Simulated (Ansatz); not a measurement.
`N[Si](N)(F)Cl` + `[NH2][Sn][Br]` → `N[Si](F)(Cl)Br` + `[NH2][Sn][NH2]`  (redistribution)

Computed with Ansatz on PBE0-D4/def2-TZVP structures; ΔE is electronic, products minus reactants. CBS: MP2 limit from def2 TZ/QZ plus the TZ coupled-cluster correction, frozen cores. Functionals use def2-TZVPP. B3LYP here is the variant with VWN-RPA as its local correlation; programs differ in this. HSE06 is defined as in plane-wave codes. Elements past krypton have def2 core potentials. For Br, Sn outer-core shells are correlated without core-valence functions, which leaves a few kJ/mol of doubt a bond. Scalar relativity is left out up to krypton. One conformer a species, not always the lowest.

`N[Si](N)(F)Cl`:

```xyz
9

N    -0.763   -0.830    0.936
Si    0.177    0.387    0.240
N     0.254    0.156   -1.427
F    -0.497    1.742    0.735
Cl    2.128    0.535    0.863
H    -0.557   -1.799    0.758
H    -1.187   -0.692    1.839
H    -0.577   -0.003   -1.971
H     1.023    0.503   -1.974
```

`[NH2][Sn][Br]`:

Z-matrix (Å, degrees):
```
N
Sn 1 2.005
H 1 1.009 2 124.4
H 1 1.009 2 123.5 3 179.9
Br 2 2.543 1 93.7 3 180.0
```

`N[Si](F)(Cl)Br`:

Cartesian coordinates in Å:
```
N -0.092 -1.093 -0.030
Si 0.084 0.573 -0.040
F 1.347 1.102 -0.839
Cl -1.528 1.403 -0.950
Br 0.348 1.294 2.016
H 0.404 -1.688 0.610
H -0.564 -1.591 -0.766
```

`[NH2][Sn][NH2]`:

Cartesian coordinates in Å:
```
N 0.232 -1.062 1.007
Sn 1.367 0.247 -0.029
N -0.196 1.068 -1.008
H -0.770 -1.157 0.947
H 0.621 -1.719 1.664
H -0.089 1.815 -1.675
H -1.165 0.806 -0.906
```

| level | ΔE (kJ/mol) | difference from CCSD(T)/CBS |
| --- | --- | --- |
| LDA (SPW92) | 107.6 | -0.5 |
| PBE-D4 | 106.4 | -1.7 |
| revPBE-D4 | 104.9 | -3.2 |
| BLYP-D4 | 110.4 | 2.3 |
| r2SCAN-D4 | 111.6 | 3.5 |
| B97M-V | 113.6 | 5.5 |
| PBE0-D4 | 111.7 | 3.6 |
| B3LYP-D4 | 114.9 | 6.8 |
| r2SCANh-D4 | 113.3 | 5.2 |
| HSE06-D4 | 112.1 | 4.0 |
| BHLYP-D4 | 120.6 | 12.5 |
| CAM-B3LYP-D4 | 113.5 | 5.4 |
| ωB97X-V | 108.0 | -0.1 |
| ωB97M-V | 109.1 | 1.0 |
| B2PLYP | 112.5 | 4.4 |
| PBE-QIDH | 110.9 | 2.8 |
| revPBE | 107.3 | -0.8 |
| BLYP | 113.3 | 5.2 |
| r2SCAN | 111.8 | 3.7 |
| PBE0 | 112.8 | 4.7 |
| B3LYP | 117.1 | 9.0 |
| r2SCANh | 113.5 | 5.4 |
| HSE06 | 113.1 | 5.0 |
| LC-ωPBE | 105.9 | -2.2 |
| RPA@PBE/def2-TZVPP | 103.3 | -4.8 |
| HF/def2-SVP | 135.3 | 27.2 |
| MP2/def2-SVP | 113.1 | 5.0 |
| CCSD/def2-SVP | 117.7 | 9.6 |
| CCSD(T)/def2-SVP | 115.0 | 6.9 |
| HF/def2-TZVPP | 128.4 | 20.3 |
| MP2/def2-TZVPP | 104.1 | -4.0 |
| SCS-MP2/def2-TZVPP | 106.2 | -1.9 |
| CCSD/def2-TZVPP | 109.4 | 1.3 |
| CCSD(T)/def2-TZVPP | 106.6 | -1.5 |
| HF/def2-QZVPP | 127.9 | 19.8 |
| MP2/def2-QZVPP | 104.8 | -3.3 |
| SCS-MP2/def2-QZVPP | 107.0 | -1.1 |
| HF/CBS(def2) | 127.9 | 19.8 |
| MP2/CBS(def2) | 105.6 | -2.5 |
| CCSD/CBS(def2) | 110.9 | 2.8 |
| CCSD(T)/CBS | 108.1 | 0 |

Largest T1 diagnostic among the species: 0.016.

At CCSD(T), def2-SVP lies +6.9 kJ/mol from the extrapolated value and def2-TZVPP −1.5 kJ/mol. From r2SCAN to r2SCAN0 (25 % exact exchange), in def2-TZVPP and without D4, ΔE moves by +4.1 kJ/mol. In def2-TZVPP, CCSD(T) changes the Hartree–Fock value by −21.8 kJ/mol (the triples alone add −2.8 kJ/mol) and MP2 by −24.3 kJ/mol.
